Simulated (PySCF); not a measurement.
**B²⁺ (boron, charge +2): UHF calculation**

Configuration: [He] 3d1, 2D determinant (an excited configuration). All numbers are calculated (PySCF 2.14, the non-relativistic Hamiltonian (point nucleus), in aug-cc-pVQZ with one added diffuse shell each of s, p, d, f, g type (7s6p5d4f3g, 105 functions)).

| Item | Value |
| --- | --- |
| Total energy | -22.485572 hartree |
| One-electron energy | -26.0560 hartree |
| Hartree (Coulomb) energy | 6.6109 hartree |
| Exchange energy | -3.0405 hartree |
| Kinetic energy | 22.49040 hartree |
| ⟨S²⟩ | 0.7500 |
| ⟨L²⟩ | 6.000 |
| Sum of ⟨r⟩ | 4.151 bohr |
| Sum of ⟨r²⟩ | 14.42 bohr² |
| Traceless quadrupole moment −½Σ⟨3z² − r²⟩ along its main axis | 4.04 e·bohr² |
| Density at the nucleus (Gaussians lack the cusp) | 68.2 bohr⁻³ |
| Spin density at the nucleus | -0.00179 bohr⁻³ |
| Langevin diamagnetic susceptibility | -11.4 ×10⁻⁶ cm³/mol |

| shell | electrons | mean orbital energy (eV) | rms radius, mean of both spins (bohr) |
| --- | --- | --- | --- |
| 1s α | 1 | -250.56 | 0.377 |
| 1s β | 1 | -250.56 | 0.377 |
| 3d α | 1 | -13.590 | 3.76 |

The outer electron is Rydberg-like, and this basis confines it to a smaller radius and binds it less than a complete one would.

Spin-orbit constants ζ (cm⁻¹) from the X2C one-electron operator on these orbitals (non-relativistic here): bare nucleus, nucleus screened by l(l+1)(2l+1)/3 electrons, and screened by the Breit-Pauli mean field of the electrons.

```json
{"shell": "3d", "bare": "1.953", "screened nucleus": "1.172", "mean field": "1.107"}
```

To first order the Landé constant is A = 1.107 cm⁻¹, so the lowest level has J = 3/2 and lies 0.000206 eV below the centre of the term.
